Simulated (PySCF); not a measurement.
Species: `N#CC[SiH2]O[SiH2]O[SiH3]`. The columns A, B, C and D hold Mulliken, IAO, Hirshfeld and ESP-fitted charges (e) of one PBE0/pcSseg-1 density (PySCF), in a shuffled order. Coordinates in Å (GFN2-xTB); the density's dipole moment is (-1.70, 0.10, -2.74) D.

| atom | x | y | z | A | B | C | D |
| --- | --- | --- | --- | --- | --- | --- | --- |
| N1 | -1.089 | 1.204 | 1.965 | -0.266 | -0.224 | -0.269 | -0.503 |
| C2 | -1.651 | 1.008 | 0.986 | +0.036 | +0.085 | +0.145 | +0.470 |
| C3 | -2.318 | 0.746 | -0.247 | -0.513 | -0.135 | -0.608 | -0.636 |
| Si4 | -1.091 | 0.023 | -1.540 | +0.891 | +0.434 | +1.050 | +0.750 |
| O5 | -0.354 | -1.257 | -0.903 | -0.733 | -0.302 | -0.884 | -0.477 |
| Si6 | 0.690 | -1.909 | 0.169 | +1.054 | +0.462 | +1.221 | +0.672 |
| O7 | 1.877 | -0.872 | 0.477 | -0.726 | -0.303 | -0.888 | -0.425 |
| Si8 | 2.504 | 0.592 | 0.814 | +0.731 | +0.392 | +0.888 | +0.573 |
| H9 | -3.124 | 0.036 | -0.056 | +0.192 | +0.071 | +0.193 | +0.215 |
| H10 | -2.762 | 1.671 | -0.617 | +0.188 | +0.070 | +0.192 | +0.204 |
| H11 | -0.125 | 1.054 | -1.914 | -0.093 | -0.072 | -0.143 | -0.131 |
| H12 | -1.860 | -0.520 | -2.656 | -0.109 | -0.075 | -0.138 | -0.145 |
| H13 | 1.289 | -3.027 | -0.541 | -0.152 | -0.082 | -0.163 | -0.126 |
| H14 | -0.061 | -2.180 | 1.384 | -0.145 | -0.081 | -0.166 | -0.103 |
| H15 | 1.506 | 1.630 | 0.574 | -0.114 | -0.081 | -0.143 | -0.096 |
| H16 | 2.930 | 0.523 | 2.207 | -0.113 | -0.075 | -0.138 | -0.110 |
| H17 | 3.631 | 0.708 | -0.114 | -0.128 | -0.084 | -0.148 | -0.132 |

Q: Which column most likely holds the ESP-fitted charges?

A: D. Σ q r misses the density's dipole by 0.01 D (D), 0.83 D (B), 1.07 D (C), 1.19 D (A). Charges fitted to the outside potential are the only set here that is tied to the molecule's multipoles.

Q: And the Hirshfeld charges?

A: B. The mean sizes are 0.178 e (B), 0.339 e (D), 0.364 e (A), 0.434 e (C), and Hirshfeld charges are commonly the smallest of these schemes.

As computed, A = Mulliken, B = Hirshfeld, C = IAO, D = ESP-fitted. Hydrogens on carbon: Mulliken +0.19 to +0.19, Hirshfeld +0.07 to +0.07, IAO +0.19 to +0.19, ESP-fitted +0.20 to +0.22 e.

The ESP scheme is a least-squares fit of atom-centred charges to the potential on four shells outside the van der Waals surface, with the total charge fixed. The IAO scheme counts the electrons in orthogonalised intrinsic atomic orbitals, a minimal basis polarised so that it spans the occupied orbitals exactly.

The structure is a single GFN2-xTB conformer in the gas phase; no vibrational or solvent corrections. GFN2-xTB frequencies show an imaginary mode (51i cm⁻¹), so this geometry is no minimum at that level.

The values belong to the conformer `[N:1]#[C:2][CH2:3][SiH2:4][O:5][SiH2:6][O:7][SiH3:8]`: C2–C3–Si4–O5 54°, C3–Si4–O5–Si6 -69°, Si4–O5–Si6–O7 -31°, O5–Si6–O7–Si8 44°.
